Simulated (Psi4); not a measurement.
Job for Psi4: SAPT0/jun-cc-pV(D+d)Z on H7NO2Si (a complex), monomers drawn apart or pushed together.

```
memory 1837 MB

molecule dimer {
0 1
O    -0.04742771    1.04059696    1.31714254
Si   -0.63688943    0.35662861   -0.03988783
O     0.39431490    0.50732271   -1.31815438
H     0.11139915    0.46930399    2.10347644
H    -1.86126226    1.04050751   -0.49612203
H    -0.91253385   -1.08148378    0.23563361
H     1.31175691    0.25786759   -1.18255999
--
0 1
N     0.53159487   -1.06801837    4.94782414
H     0.20014301   -2.00658363    4.75392570
H     1.49173171   -1.13866638    5.26540937
H    -0.01997518   -0.69955503    5.71473243
units angstrom
symmetry c1
no_reorient
no_com
}

set {
  basis jun-cc-pV(D+d)Z
  scf_type df
  freeze_core true
}

energy('sapt0')
```

Program output:

```
[...]
==> Input File <==

--------------------------------------------------------------------------
memory 1837 MB

molecule dimer {
0 1
O    -0.04742771    1.04059696    1.31714254
Si   -0.63688943    0.35662861   -0.03988783
O     0.39431490    0.50732271   -1.31815438
H     0.11139915    0.46930399    2.10347644
H    -1.86126226    1.04050751   -0.49612203
H    -0.91253385   -1.08148378    0.23563361
H     1.31175691    0.25786759   -1.18255999
--
0 1
N     0.53159487   -1.06801837    4.94782414
H     0.20014301   -2.00658363    4.75392570
H     1.49173171   -1.13866638    5.26540937
H    -0.01997518   -0.69955503    5.71473243
units angstrom
symmetry c1
no_reorient
no_com
}

set {
  basis jun-cc-pV(D+d)Z
  scf_type df
  freeze_core true
}

energy('sapt0')
--------------------------------------------------------------------------


   => Loading Basis Set <=

    Name: JUN-CC-PV(D+D)Z
    Role: ORBITAL
    Keyword: BASIS
    atoms 1, 3      entry O          line   256 file jun-cc-pv_dpd_z.gbs
    atoms 2         entry SI         line   566 file jun-cc-pv_dpd_z.gbs
    atoms 4-7, 9-11 entry H          line    60 file jun-cc-pv_dpd_z.gbs
    atoms 8         entry N          line   222 file jun-cc-pv_dpd_z.gbs

   => Loading Basis Set <=

    Name: JUN-CC-PV(D+D)Z
    Role: ORBITAL
    Keyword: BASIS
    atoms 1, 3      entry O          line   256 file jun-cc-pv_dpd_z.gbs
    atoms 2         entry SI         line   566 file jun-cc-pv_dpd_z.gbs
    atoms 4-7, 9-11 entry H          line    60 file jun-cc-pv_dpd_z.gbs
    atoms 8         entry N          line   222 file jun-cc-pv_dpd_z.gbs


  //>>>>>>>>>>>>>>>>>>>>>>>>>>>>>>>>>>>//
  //              Dimer HF             //
  //<<<<<<<<<<<<<<<<<<<<<<<<<<<<<<<<<<<//

   => Libint2 <=

    Primary   basis highest AM E, G, H:  7, 6, 3
    Auxiliary basis highest AM E, G, H:  7, 7, 4
    Onebody   basis highest AM E, G, H:  -, -, -
    Solid Harmonics ordering:            Gaussian


   => Loading Basis Set <=

    Name: JUN-CC-PV(D+D)Z
    Role: ORBITAL
    Keyword: BASIS
    atoms 1, 3      entry O          line   256 file jun-cc-pv_dpd_z.gbs
    atoms 2         entry SI         line   566 file jun-cc-pv_dpd_z.gbs
    atoms 4-7, 9-11 entry H          line    60 file jun-cc-pv_dpd_z.gbs
    atoms 8         entry N          line   222 file jun-cc-pv_dpd_z.gbs


         ---------------------------------------------------------
                                   SCF
               by Justin Turney, Rob Parrish, Andy Simmonett
                          and Daniel G. A. Smith
                              RHF Reference
                        1 Threads,   1751 MiB Core
         ---------------------------------------------------------

  ==> Geometry <==

    Molecular point group: c1
    Full point group: C1

    Geometry (in Angstrom), charge = 0, multiplicity = 1:

       Center              X                  Y                   Z               Mass
    ------------   -----------------  -----------------  -----------------  -----------------
         O           -0.047427710000     1.040596960000     1.317142540000    15.994914619570
         SI          -0.636889430000     0.356628610000    -0.039887830000    27.976926534650
         O            0.394314900000     0.507322710000    -1.318154380000    15.994914619570
         H            0.111399150000     0.469303990000     2.103476440000     1.007825032230
         H           -1.861262260000     1.040507510000    -0.496122030000     1.007825032230
         H           -0.912533850000    -1.081483780000     0.235633610000     1.007825032230
         H            1.311756910000     0.257867590000    -1.182559990000     1.007825032230
         N            0.531594870000    -1.068018370000     4.947824140000    14.003074004430
         H            0.200143010000    -2.006583630000     4.753925700000     1.007825032230
         H            1.491731710000    -1.138666380000     5.265409370000     1.007825032230
         H           -0.019975180000    -0.699555030000     5.714732430000     1.007825032230

  Running in c1 symmetry.

  Rotational constants: A =      0.29396  B =      0.03208  C =      0.03095 [cm^-1]
  Rotational constants: A =   8812.55657  B =    961.61209  C =    927.91004 [MHz]
  Nuclear repulsion =  166.342250127255284

  Charge       = 0
  Multiplicity = 1
  Electrons    = 44
  Nalpha       = 22
  Nbeta        = 22

  ==> Algorithm <==

  SCF Algorithm Type is DF.
  DIIS enabled.
  MOM disabled.
  Fractional occupation disabled.
  Guess Type is SAD.
  Energy threshold   = 1.00e-08
  Density threshold  = 1.00e-08
  Integral threshold = 1.00e-12

  ==> Primary Basis <==

  Basis Set: JUN-CC-PV(D+D)Z
    Blend: JUN-CC-PV(D+D)Z
    Number of shells: 56
    Number of basis functions: 116
    Number of Cartesian functions: 121
    Spherical Harmonics?: true
    Max angular momentum: 2

   => Loading Basis Set <=

    Name: (JUN-CC-PV(D+D)Z AUX)
    Role: JKFIT
    Keyword: DF_BASIS_SCF
    atoms 1
[...]
:   -56.20284742745523

   => Energetics <=

    Nuclear Repulsion Energy =             11.9295062431289622
    One-Electron Energy =                 -99.5079371463121163
    Two-Electron Energy =                  31.3755834757279253
    Total Energy =                        -56.2028474274552252

Computation Completed


Properties will be evaluated at   0.000000,   0.000000,   0.000000 [a0]

Properties computed using the SCF density matrix


 Multipole Moments:

 ------------------------------------------------------------------------------------
     Multipole            Electronic (a.u.)      Nuclear  (a.u.)        Total (a.u.)
 ------------------------------------------------------------------------------------

 L = 1.  Multiply by 2.5417464519 to convert [e a0] to [Debye]
 Dipole X            :        -10.1445487           10.1914132            0.0468646
 Dipole Y            :         20.9973703          -21.3934640           -0.3960937
 Dipole Z            :        -94.6360209           95.1833062            0.5472853
 Magnitude           :                                                    0.6772058

 ------------------------------------------------------------------------------------

  Constructing Basis Sets for SAPT...

   => Loading Basis Set <=

    Name: (JUN-CC-PV(D+D)Z AUX)
    Role: RIFIT
    Keyword: DF_BASIS_SAPT
    atoms 1, 3      entry O          line   188 file jun-cc-pvdz-ri.gbs
    atoms 2         entry SI         line   376 file jun-cc-pvdz-ri.gbs
    atoms 4-7, 9-11 entry H          line    30 file jun-cc-pvdz-ri.gbs
    atoms 8         entry N          line   144 file jun-cc-pvdz-ri.gbs

   => Loading Basis Set <=

    Name: (JUN-CC-PV(D+D)Z AUX)
    Role: JKFIT
    Keyword: DF_BASIS_ELST
    atoms 1, 3      entry O          line   258 file jun-cc-pvdz-jkfit.gbs
    atoms 2         entry SI         line   506 file jun-cc-pvdz-jkfit.gbs
    atoms 4-7, 9-11 entry H          line    70 file jun-cc-pvdz-jkfit.gbs
    atoms 8         entry N          line   202 file jun-cc-pvdz-jkfit.gbs


  //>>>>>>>>>>>>>>>>>>>>>>>>>>>>>>>>>>>//
  //               SAPT0               //
  //<<<<<<<<<<<<<<<<<<<<<<<<<<<<<<<<<<<//



        SAPT0
    Ed Hohenstein
     6 June 2009

      Orbital Information
  --------------------------
    NSO        =       116
    NMO        =       116
    NRI        =       378
    NRI (Elst) =       519
    NOCC A     =        17
    NOCC B     =         5
    FOCC A     =         7
    FOCC B     =         1
    NVIR A     =        99
    NVIR B     =       111

    Elst10,r            =    -0.004331189192 [Eh]
    Exch10              =     0.000240993937 [Eh]
    Exch10 (S^2)        =     0.000240930915 [Eh]

    Maxiter = 50
    CPHF R converge = 1.000000E-08

    Iter     Energy [mEh]          dE [mEh]         Residual      Time [s]
       1      -0.09983565       0.099835649     2.243681e-03             0
       2      -0.12379398       0.023958335     1.054589e-03             0
       3      -0.12924913       0.005455148     2.722415e-04             0
       4      -0.12947314       0.000224003     7.487841e-05             0
       5      -0.12909867      -0.000374469     1.363145e-05             1
       6      -0.12912166       0.000022992     4.176215e-06             1
       7      -0.12912968       0.000008022     1.421495e-06             1
       8      -0.12912956      -0.000000124     4.264890e-07             1
       9      -0.12912825      -0.000001301     8.381724e-08             1
      10      -0.12912843       0.000000179     1.807295e-08             1
      11      -0.12912844       0.000000008     3.799148e-09             1

    CHF Iterations converged

    Maxiter = 50
    CPHF R converge = 1.000000E-08

    Iter     Energy [mEh]          dE [mEh]         Residual      Time [s]
       1      -0.15055362       0.150553616     2.268898e-03             0
       2      -0.19342257       0.042868955     1.134844e-03             0
       3      -0.20036562       0.006943049     2.497219e-04             0
       4      -0.19968034      -0.000685283     6.429874e-05             0
       5      -0.19938877      -0.000291563     1.094367e-05             0
       6      -0.19945491       0.000066139     2.260379e-06             0
       7      -0.19944603      -0.000008884     4.720180e-07             0
       8      -0.19944663       0.000000605     9.449408e-08             0
       9      -0.19944672       0.000000086     1.330372e-08             0
      10      -0.19944669      -0.000000024     1.925144e-09             0

    CHF Iterations converged

    Ind20,r (A<-B)      =    -0.000129128441 [Eh]
    Ind20,r (B<-A)      =    -0.000199446694 [Eh]
    Ind20,r             =    -0.000328575135 [Eh]
    Exch-Ind20,r (A<-B) =     0.000001085806 [Eh]
    Exch-Ind20,r (B<-A) =     0.000060306259 [Eh]
    Exch-Ind20,r        =     0.000061392065 [Eh]
    Disp20              =    -0.000333125365 [Eh]
    Disp20 (SS)         =    -0.000166562682 [Eh]
    Disp20 (OS)         =    -0.000166562682 [Eh]
    Exch-Disp20         =     0.000016051340 [Eh]
    Exch-Disp20 (SS)    =     0.000009564471 [Eh]
    Exch-Disp20 (OS)    =     0.000006486869 [Eh]

    SAPT Results
  --------------------------------------------------------------------------------------------------------
    Electrostatics                 -4.33118919 [mEh]      -2.71786225 [kcal/mol]     -11.37153566 [kJ/mol]
      Elst10,r                     -4.33118919 [mEh]      -2.71786225 [kcal/mol]     -11.37153566 [kJ/mol]

    Exchange                        0.24099394 [mEh]       0.15122598 [kcal/mol]       0.63272949 [kJ/mol]
      Exch10                        0.24099394 [mEh]       0.15122598 [kcal/mol]       0.63272949 [kJ/mol]
      Exch10(S^2)                   0.24093091 [mEh]       0.15118643 [kcal/mol]       0.63256403 [kJ/mol]

    Induction                      -0.31207929 [mEh]      -0.19583271 [kcal/mol]      -0.81936407 [kJ/mol]
      Ind20,r                      -0.32857514 [mEh]      -0.20618401 [kcal/mol]      -0.86267390 [kJ/mol]
      Exch-Ind20,r                  0.06139207 [mEh]       0.03852410 [kcal/mol]       0.16118485 [kJ/mol]
      delta HF,r (2)               -0.04489622 [mEh]      -0.02817281 [kcal/mol]      -0.11787502 [kJ/mol]

    Dispersion                     -0.31707402 [mEh]      -0.19896695 [kcal/mol]      -0.83247774 [kJ/mol]
      Disp20                       -0.33312536 [mEh]      -0.20903932 [kcal/mol]      -0.87462052 [kJ/mol]
      Exch-Disp20                   0.01605134 [mEh]       0.01007237 [kcal/mol]       0.04214279 [kJ/mol]
      Disp20 (SS)                  -0.16656268 [mEh]      -0.10451966 [kcal/mol]      -0.43731026 [kJ/mol]
      Disp20 (OS)                  -0.16656268 [mEh]      -0.10451966 [kcal/mol]      -0.43731026 [kJ/mol]
      Exch-Disp20 (SS)              0.00956447 [mEh]       0.00600180 [kcal/mol]       0.02511151 [kJ/mol]
      Exch-Disp20 (OS)              0.00648687 [mEh]       0.00407057 [kcal/mol]       0.01703127 [kJ/mol]

  Total HF                         -4.40227455 [mEh]      -2.76246899 [kcal/mol]     -11.55817023 [kJ/mol]
  Total SAPT0                      -4.71934857 [mEh]      -2.96143594 [kcal/mol]     -12.39064797 [kJ/mol]

  Special recipe for scaled SAPT0 (see Manual):
    Electrostatics sSAPT0          -4.33118919 [mEh]      -2.71786225 [kcal/mol]     -11.37153566 [kJ/mol]
    Exchange sSAPT0                 0.24099394 [mEh]       0.15122598 [kcal/mol]       0.63272949 [kJ/mol]
    Induction sSAPT0               -0.31203110 [mEh]      -0.19580247 [kcal/mol]      -0.81923755 [kJ/mol]
    Dispersion sSAPT0              -0.31706143 [mEh]      -0.19895905 [kcal/mol]      -0.83244466 [kJ/mol]
  Total sSAPT0                     -4.71928779 [mEh]      -2.96139779 [kcal/mol]     -12.39048837 [kJ/mol]
  --------------------------------------------------------------------------------------------------------



*** Psi4 exiting successfully. Buy a developer a beer!
```

The run finished.

Cost: roughly 8 core-seconds.
